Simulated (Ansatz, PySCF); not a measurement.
Reaction R1 → 2 P1, each structure at its B3LYP-D3(BJ)/def2-TZVP stationary point, reached from a drawn start (curvature not checked).
P1: N atom, charge 0, multiplicity 4.
R1, N2 (SMILES N#N) (charge 0, multiplicity 1, Z-matrix in Å and degrees):
```
N
N 1 1.0909
```

```
level                 reaction energy (eV)  minus CCSD(T)/cc-pVQZ
--------------------  --------------------  ---------------------
HF/cc-pVTZ                           4.987                 -4.659
revPBE/def2-TZVPP                   10.127                  0.481
r2SCAN/def2-TZVPP                    9.526                 -0.120
B3LYP/def2-TZVPP                     9.941                  0.294
PBE0/def2-TZVPP                      9.760                  0.113
BHLYP/def2-TZVPP                     8.990                 -0.656
M06-2X/def2-TZVPP                    9.839                  0.193
CAM-B3LYP/def2-TZVPP                 9.907                  0.260
wB97X-V/def2-TZVPP                   9.995                  0.348
B2PLYP/def2-TZVPP                    9.914                  0.267
MP2/cc-pVDZ                          9.129                 -0.518
CCSD/cc-pVDZ                         8.351                 -1.295
CCSD/cc-pVQZ                         9.258                 -0.389
CCSD(T)/cc-pVQZ                      9.647                  0.000
```

 The comparison column counts from a level with limits of its own.

P less R. No zero-point or thermal terms; singlets are restricted closed shells; open shells are unrestricted.

Cores are frozen in the correlated methods.

Run with Ansatz (Gaussian basis) for Hartree–Fock, density functionals and correlated methods; PySCF for M06-2X. All values are computed, each at the level named.

Ansatz is a program for electronic structure.
